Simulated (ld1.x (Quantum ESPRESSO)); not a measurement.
# Varying the TM potential for Li

Base potential:

lithium (Li), norm-conserving Troullier–Martins (Kleinman–Bylander form), made with ld1.x (Quantum ESPRESSO) 7.5 (LDA (PZ), scalar-relativistic). Core [He], reference 2s0.5 2p0.5. Waves: 2s (bound): rc 2.10 bohr; 2p (bound): rc 4.20 bohr; 3d channel at -0.1 Ry: rc 4.45 bohr. Local part: all-electron potential smoothed inside 1.70 bohr (lloc = -1). Core correction: Bessel-smoothed model core inside 2.15 bohr.

All-electron outer shells of the reference configuration (LDA (PZ), scalar-relativistic, ld1.x):

| shell | level (eV) | outermost node (bohr) | outermost maximum (bohr) |
| --- | --- | --- | --- |
| 1s | -51.85 | – | 0.36 |
| 2s | -3.13 | 0.84 | 3.08 |
| 2p | -1.38 | – | 3.86 |

Cutoffs, loose and tight: the cutoffs (Ry, on a coarse ladder) from which the occupation-weighted sum of valence levels, in a spherical-Bessel basis at the reference potential, stays within 10 and 1 mRy of its value at 400 Ry. They do not see the model core or the augmentation charge, which bear on the density cutoff. Test errors are all-electron minus pseudo excitation energies from the reference, over the configurations 2s1 2p0; 2s0.5 2p0; 2s0 2p1 (two spin-polarised tests are not counted in the largest error). A dash means not determined; rows that change the core or the reference have their own tests.

A true bound ghost makes a file unfit for plane-wave use even where its test errors are small: the radial tests pick states by their node count and pass the ghost by.

```tsv
change	outcome	cutoff, loose	cutoff, tight	bound ghosts	largest test error (meV)
base	generated	6 Ry	6 Ry	none	+2.4
wave 2s (bound): rc 2.10 bohr becomes 2s (bound): rc 1.34 bohr	generated	35 Ry	55 Ry	s	+2.9
wave 2s (bound): rc 2.10 bohr becomes 2s (bound): rc 1.66 bohr	generated	6 Ry	21 Ry	none	+2.6
wave 2s (bound): rc 2.10 bohr becomes 2s (bound): rc 2.18 bohr	generated	6 Ry	6 Ry	none	+2.4
wave 2s (bound): rc 2.10 bohr becomes 2s (bound): rc 2.46 bohr	generated	6 Ry	6 Ry	none	+2.4
wave 2s (bound): rc 2.10 bohr becomes 2s (bound): rc 2.78 bohr	generated	6 Ry	6 Ry	none	+2.5
wave 2s (bound): rc 2.10 bohr becomes 2s (bound): rc 3.02 bohr	generated	6 Ry	6 Ry	none	+2.7
```

Reading the sweep of the s radius (base included, trends over the rows without a ghost): The loose cutoff stays near 6 Ry. The median size of the test errors (rows with all tests solved) stays near 1.3 meV. Bound ghosts are found at 1.34 bohr.
